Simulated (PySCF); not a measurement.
F$_{3}$Sb, quintet, at a GFN2-xTB geometry of the parent state (a higher spin typed on purpose: for a closed-shell molecule this is an excited state) (all electrons, no relativity) (in this run its highest filled SCF level lies above zero, so its values depend strongly on the basis, on diffuse functions most of all); PySCF with B3LYP/STO-3G.

PySCF was given this input:
```python
from pyscf import gto, scf, dft

mol = gto.Mole()
mol.atom = '''
    Sb   -0.091853    0.056645    0.055832
    F    -1.714909   -1.439001   -0.075634
    F     0.778870    2.010737    0.642131
    F     1.456537   -0.892723   -0.882878
'''
mol.basis = 'sto-3g'
mol.charge = 0
mol.spin = 4
mol.verbose = 5
mol.build()

mf = dft.UKS(mol)
mf.xc = 'b3lyp'
mf.kernel()
```

Problem. What does PySCF print? Leave out banner, timings and long lists.

Solution. 
```
PySCF version 2.14.0

[INPUT] verbose = 5
[INPUT] max_memory = 4000
[INPUT] num. atoms = 4
[INPUT] num. electrons = 78
[INPUT] charge = 0
[INPUT] spin (= nelec alpha-beta = 2S) = 4
[INPUT] symmetry False subgroup None
[INPUT] Mole.unit = angstrom
[INPUT] Symbol           X                Y                Z      unit          X                Y                Z       unit  Magmom
[...]
[INPUT] ---------------- BASIS SET ----------------
[INPUT] l, kappa, [nprim/nctr], expnt,             c_1 c_2 ...
[INPUT] Sb
[...]
                                1017.676657       0.5353281423
                                275.4230189       0.4446345422
[...]
                                114.3749494       0.3995128261
                                37.19828336       0.7001154689
[...]
                                19.07114112       0.2175436044
                                7.358239131       0.9166769611
[...]
                                2.383366187       0.0576109534
                                1.049163663       1.115578745
[...]
                                0.3515585034      -0.1972567438
                                0.1552895732      1.375495512
[...]
                                114.3749494       0.6076837186
                                37.19828336       0.3919573931
[...]
                                19.07114112       0.5777664691
                                7.358239131       0.4846460366
[...]
                                2.383366187       0.5852047641
                                1.049163663       0.543944204
[...]
                                0.3515585034      0.629032369
                                0.1552895732      0.6662832743
[...]
                                19.07114112       0.6555473627
                                7.358239131       0.286573259
[...]
                                2.383366187       0.6686785577
                                1.049163663       0.3052468245
[INPUT] F
[...]
                                30.360812         0.53532814
                                8.2168207         0.44463454
[...]
                                1.5022812         0.39951283
                                0.4885885         0.70011547
[...]
                                1.5022812         0.60768372
                                0.4885885         0.39195739

nuclear repulsion = 373.806536317764
number of shells = 20
number of NR pGTOs = 126
number of NR cGTOs = 42
basis = sto-3g
ecp = {}

******** <class 'pyscf.dft.uks.UKS'> ********
method = UKS
initial guess = minao
damping factor = 0
level_shift factor = 0
DIIS = <class 'pyscf.scf.diis.CDIIS'>
diis_start_cycle = 1
diis_space = 8
diis_damp = 0
SCF conv_tol = 1e-09
SCF conv_tol_grad = None
SCF max_cycles = 50
direct_scf = True
direct_scf_tol = 1e-13
number electrons alpha = 41  beta = 37
XC library pyscf.dft.libxc version 7.1.2
    S. Lehtola, C. Steigemann, M. J. T. Oliveira, and M. A. L. Marques,  SoftwareX 7, 1–5 (2018)
XC functionals = b3lyp
    P. J. Stephens, F. J. Devlin, C. F. Chabalowski, and M. J. Frisch,  J. Phys. Chem. 98, 11623 (1994)
radial grids:
    Treutler-Ahlrichs [JCP 102, 346 (1995); DOI:10.1063/1.469408] (M4) radial grids

becke partition: Becke, JCP 88, 2547 (1988); DOI:10.1063/1.454033
pruning grids: <function nwchem_prune>
grids dens level: 3
symmetrized grids: False
atomic radii adjust function: <function treutler_atomic_radii_adjust>
small_rho_cutoff = 0
Set gradient conv threshold to 3.16228e-05
atom Sb rad-grids = 95, ang-grids = [ 50  50  50  50  50  50  50  50  50  50  50  50  50  50  50  50  50  50
  50  50  50  50  50  50  50  50  50  50  50  50  86  86  86  86  86  86
  86  86  86  86  86  86  86  86  86  86 350 350 350 350 350 350 350 350
 350 350 350 434 434 434 434 434 434 434 434 434 434 434 434 434 434 434
 434 434 434 434 434 434 434 434 350 350 350 350 350 350 350 350 350 350
 350 350 350 350 350]
atom F rad-grids = 75, ang-grids = [ 50  50  50  50  50  50  50  50  50  50  50  50  50  50  50  50  50  50
  50  50  50  50  86  86  86  86  86  86  86  86  86 266 266 266 266 266
 266 302 302 302 302 302 302 302 302 302 302 302 302 302 302 302 302 302
 302 302 266 266 266 266 266 266 266 266 266 266 266 266 266 266 266 266
 266 266 266]
tot_boxes 2156, boxes in each direction [12 12  9]
Padding 0 grids
tot grids = 64744
nelec by numeric integration = [38.27179136 38.27179136]
E1 = -9712.673790274548  E2 = 2808.7599884028427  Ecoul = 3004.03267567183  Exc = -195.27268726898737
init E= -6530.10726555394
cond(S) = 5.082342210435373

  alpha mo_energy =
[-1.06490121e+03 -1.58233968e+02 -1.50771376e+02 -1.50771375e+02
 -1.50771363e+02 -3.06684127e+01 -2.79769687e+01 -2.79768715e+01
 -2.79767970e+01 -2.49365632e+01 -2.48949243e+01 -2.48932958e+01
 -1.98265803e+01 -1.98265689e+01 -1.98265322e+01 -1.98265093e+01
 -1.98264966e+01 -5.43659586e+00 -4.27227074e+00 -4.27207235e+00
 -4.27068103e+00 -1.71476788e+00 -1.71071582e+00 -1.71060966e+00
 -1.70966496e+00 -1.70948499e+00 -1.51682499e+00 -1.47208052e+00
 -1.46867390e+00 -8.48938163e-01 -7.42034708e-01 -7.37299122e-01
 -6.90397759e-01 -6.70610857e-01 -6.47220686e-01 -6.40417835e-01
 -6.36153503e-01 -6.35971809e-01 -5.53525141e-01 -5.00591055e-01
 -3.78470253e-01 -3.50557003e-01]
  beta  mo_energy =
[-1.06490121e+03 -1.58233968e+02 -1.50771376e+02 -1.50771375e+02
 -1.50771363e+02 -3.06684127e+01 -2.79769687e+01 -2.79768715e+01
 -2.79767970e+01 -2.49365632e+01 -2.48949243e+01 -2.48932958e+01
 -1.98265803e+01 -1.98265689e+01 -1.98265322e+01 -1.98265093e+01
 -1.98264966e+01 -5.43659586e+00 -4.27227074e+00 -4.27207235e+00
 -4.27068103e+00 -1.71476788e+00 -1.71071582e+00 -1.71060966e+00
 -1.70966496e+00 -1.70948499e+00 -1.51682499e+00 -1.47208052e+00
 -1.46867390e+00 -8.48938163e-01 -7.42034708e-01 -7.37299122e-01
 -6.90397759e-01 -6.70610857e-01 -6.47220686e-01 -6.40417835e-01
 -6.36153503e-01 -6.35971809e-01 -5.53525141e-01 -5.00591055e-01
 -3.78470253e-01 -3.50557003e-01]
multiplicity <S^2> = 6  2S+1 = 5
[...]
 -1.85768853e+01 -1.85763623e+01 -1.85756006e+01 -1.85734016e+01
 -1.85733370e+01 -4.56165852e+00 -3.41180987e+00 -3.39973458e+00
 -3.39769477e+00 -1.02003075e+00 -9.79903213e-01 -9.78615618e-01
 -8.41846043e-01 -8.41020438e-01 -8.39154670e-01 -8.31124810e-01
 -8.30343051e-01 -3.51486104e-01 -2.48580301e-01 -2.36303518e-01
 -2.28174975e-01 -1.84137080e-01 -1.72622150e-01 -1.67009306e-01
 -1.51488166e-01 -9.97055591e-02  1.29791212e-02  2.24906402e-02
  1.60424688e-01  1.87451487e-01]
multiplicity <S^2> = 6.0250362  2S+1 = 5.0100045
nelec by numeric integration = [41.00000563 37.00000559]
E1 = -9798.427157707865  E2 = 2876.3765392712176  Ecoul = 3074.4655154238917  Exc = -198.08897615267412
cycle= 38 E= -6548.24408211888  delta_E= 7.36e-09  |g|= 1.05e-05  |ddm|= 0.00201

  alpha mo_energy =
[-1.06300874e+03 -1.56684837e+02 -1.49196237e+02 -1.49195915e+02
 -1.49195573e+02 -2.94225477e+01 -2.67375351e+01 -2.67355777e+01
 -2.67344565e+01 -2.43951528e+01 -2.43365118e+01 -2.43361934e+01
 -1.85777202e+01 -1.85774093e+01 -1.85765103e+01 -1.85750343e+01
 -1.85749736e+01 -4.56632567e+00 -3.41365997e+00 -3.40654902e+00
 -3.40377276e+00 -1.10617845e+00 -1.03789270e+00 -1.03758510e+00
 -8.45179028e-01 -8.44176746e-01 -8.42178060e-01 -8.36249009e-01
 -8.36183587e-01 -4.20972202e-01 -3.39716262e-01 -3.32810803e-01
 -3.04277366e-01 -2.77276844e-01 -2.22491022e-01 -2.21909766e-01
 -2.20435281e-01 -2.07038626e-01 -1.49977950e-01 -9.83534722e-02
  2.03988785e-02  1.15642277e-01]
  beta  mo_energy =
[-1.06300747e+03 -1.56683850e+02 -1.49195739e+02 -1.49194519e+02
 -1.49194206e+02 -2.94208966e+01 -2.67369171e+01 -2.67332750e+01
 -2.67324246e+01 -2.43744335e+01 -2.43235608e+01 -2.43233958e+01
 -1.85768859e+01 -1.85763629e+01 -1.85756012e+01 -1.85734022e+01
 -1.85733376e+01 -4.56165901e+00 -3.41181052e+00 -3.39973498e+00
 -3.39769522e+00 -1.02002703e+00 -9.79909353e-01 -9.78612224e-01
 -8.41846708e-01 -8.41020982e-01 -8.39155186e-01 -8.31125200e-01
 -8.30343407e-01 -3.51485100e-01 -2.48581443e-01 -2.36302426e-01
 -2.28168973e-01 -1.84136078e-01 -1.72621930e-01 -1.67009673e-01
 -1.51489146e-01 -9.97081165e-02  1.29772264e-02  2.24905406e-02
  1.60426094e-01  1.87450389e-01]
multiplicity <S^2> = 6.025034  2S+1 = 5.0100036
nelec by numeric integration = [41.00000563 37.00000558]
E1 = -9798.427141423217  E2 = 2876.376522979964  Ecoul = 3074.4654973842344  Exc = -198.08897440426998
cycle= 39 E= -6548.24408212549  delta_E= -6.6e-09  |g|= 1.31e-05  |ddm|= 0.00203

  alpha mo_energy =
[-1.06300874e+03 -1.56684837e+02 -1.49196237e+02 -1.49195915e+02
 -1.49195573e+02 -2.94225477e+01 -2.67375351e+01 -2.67355777e+01
 -2.67344566e+01 -2.43951595e+01 -2.43365153e+01 -2.43361841e+01
 -1.85777202e+01 -1.85774094e+01 -1.85765103e+01 -1.85750344e+01
 -1.85749737e+01 -4.56632574e+00 -3.41365993e+00 -3.40654901e+00
 -3.40377302e+00 -1.10618322e+00 -1.03788524e+00 -1.03758813e+00
 -8.45178979e-01 -8.44176677e-01 -8.42178173e-01 -8.36249229e-01
 -8.36183742e-01 -4.20973261e-01 -3.39718198e-01 -3.32811568e-01
 -3.04279929e-01 -2.77280361e-01 -2.22488443e-01 -2.21909181e-01
 -2.20431703e-01 -2.07037175e-01 -1.49977078e-01 -9.83534636e-02
  2.03976948e-02  1.15642663e-01]
  beta  mo_energy =
[-1.06300747e+03 -1.56683850e+02 -1.49195739e+02 -1.49194519e+02
 -1.49194206e+02 -2.94208967e+01 -2.67369171e+01 -2.67332751e+01
 -2.67324247e+01 -2.43744401e+01 -2.43235618e+01 -2.43233893e+01
 -1.85768859e+01 -1.85763629e+01 -1.85756012e+01 -1.85734022e+01
 -1.85733376e+01 -4.56165907e+00 -3.41181046e+00 -3.39973499e+00
 -3.39769545e+00 -1.02003103e+00 -9.79903844e-01 -9.78614516e-01
 -8.41846654e-01 -8.41020915e-01 -8.39155271e-01 -8.31125344e-01
 -8.30343627e-01 -3.51486318e-01 -2.48579687e-01 -2.36304217e-01
 -2.28172950e-01 -1.84134495e-01 -1.72619435e-01 -1.67008729e-01
 -1.51489769e-01 -9.97093988e-02  1.29776816e-02  2.24904037e-02
  1.60424387e-01  1.87451290e-01]
multiplicity <S^2> = 6.0250334  2S+1 = 5.0100034
nelec by numeric integration = [41.00000563 37.00000557]
E1 = -9798.427135574198  E2 = 2876.3765171301693  Ecoul = 3074.4654923032626  Exc = -198.08897517309342
cycle= 40 E= -6548.24408212626  delta_E= -7.77e-10  |g|= 8.7e-06  |ddm|= 0.000559

  alpha mo_energy =
[-1.06300874e+03 -1.56684837e+02 -1.49196237e+02 -1.49195915e+02
 -1.49195573e+02 -2.94225479e+01 -2.67375353e+01 -2.67355778e+01
 -2.67344567e+01 -2.43951693e+01 -2.43365015e+01 -2.43361885e+01
 -1.85777203e+01 -1.85774095e+01 -1.85765105e+01 -1.85750345e+01
 -1.85749739e+01 -4.56632590e+00 -3.41365999e+00 -3.40654919e+00
 -3.40377325e+00 -1.10618972e+00 -1.03788845e+00 -1.03757869e+00
 -8.45179047e-01 -8.44176780e-01 -8.42178311e-01 -8.36249506e-01
 -8.36183956e-01 -4.20974911e-01 -3.39720406e-01 -3.32813091e-01
 -3.04283083e-01 -2.77285244e-01 -2.22485319e-01 -2.21907455e-01
 -2.20428728e-01 -2.07033764e-01 -1.49975397e-01 -9.83534913e-02
  2.03959762e-02  1.15643433e-01]
  beta  mo_energy =
[-1.06300748e+03 -1.56683851e+02 -1.49195739e+02 -1.49194520e+02
 -1.49194206e+02 -2.94208968e+01 -2.67369172e+01 -2.67332752e+01
 -2.67324248e+01 -2.43744497e+01 -2.43235517e+01 -2.43233902e+01
 -1.85768860e+01 -1.85763631e+01 -1.85756014e+01 -1.85734024e+01
 -1.85733378e+01 -4.56165922e+00 -3.41181052e+00 -3.39973516e+00
 -3.39769567e+00 -1.02003656e+00 -9.79907469e-01 -9.78605590e-01
 -8.41846704e-01 -8.41021017e-01 -8.39155420e-01 -8.31125555e-01
 -8.30343914e-01 -3.51487939e-01 -2.48577907e-01 -2.36306072e-01
 -2.28178514e-01 -1.84133310e-01 -1.72616396e-01 -1.67006806e-01
 -1.51489541e-01 -9.97104889e-02  1.29793990e-02  2.24902122e-02
  1.60422398e-01  1.87452358e-01]
multiplicity <S^2> = 6.0250328  2S+1 = 5.0100031
nelec by numeric integration = [41.00000563 37.00000557]
E1 = -9798.427203610809  E2 = 2876.376585167952  Ecoul = 3074.4655578985526  Exc = -198.08897273060097
Extra cycle  E= -6548.24408212509  delta_E= 1.17e-09  |g|= 3.45e-05  |ddm|= 9.08e-05
converged SCF energy = -6548.24408212509  <S^2> = 6.0250328  2S+1 = 5.0100031
```
